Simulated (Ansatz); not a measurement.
Reaction (redistribution): `[NH2][Al]([F])[SH]` + `[NH2][Ga]([NH2])[F]` → `[F][Al]([F])[SH]` + `[NH2][Ga]([NH2])[NH2]`

Calculated with Ansatz (gas phase, PBE0-D4/def2-TZVP geometries, no zero-point term in ΔE). CCSD(T)/CBS is the MP2 limit (def2-TZVPP, def2-QZVPP) plus CCSD(T) − MP2 in def2-TZVPP, frozen cores. DFT in def2-TZVPP. B3LYP here is the variant with VWN-RPA as its local correlation; programs differ in this. HSE06 is defined as in plane-wave codes. For Ga outer-core shells are correlated without core-valence functions, which leaves a few kJ/mol of doubt a bond. Scalar relativity is left out up to krypton. Each species was taken in one conformer, which may not be the lowest.

```tsv
level	ΔE (kJ/mol)	difference from CCSD(T)/CBS
revPBE-D4	-22.6	9.9
BLYP-D4	-22.2	10.3
B97M-V	-19.0	13.5
PBE0-D4	-21.9	10.6
r2SCAN0-D4	-21.8	10.7
HSE06-D4	-21.7	10.8
CAM-B3LYP-D4	-21.3	11.2
ωB97X-V	-20.2	12.3
r2SCAN	-20.5	12.0
B3LYP	-20.4	12.1
r2SCAN0	-21.4	11.1
BHLYP	-20.3	12.2
LC-ωPBE	-20.0	12.5
CCSD(T)/def2-SVP	-15.3	17.2
HF/def2-QZVPP	-18.7	13.8
MP2/def2-QZVPP	-31.9	0.6
CCSD(T)/CBS	-32.5	0
```

Largest T1 diagnostic among the species: 0.013.

Leaving LDA and LC-ωPBE aside and taking each functional with its dispersion term where it has one, the values, not all of them listed here, spread over 4.5 kJ/mol, from PBE-QIDH to B97M-V. In def2-TZVPP, CCSD(T) changes the Hartree–Fock value by −8.9 kJ/mol (the triples alone add −0.5 kJ/mol) and MP2 by −10.4 kJ/mol. At CCSD(T), def2-SVP lies +17.2 kJ/mol from the extrapolated value and def2-TZVPP +6.4 kJ/mol.
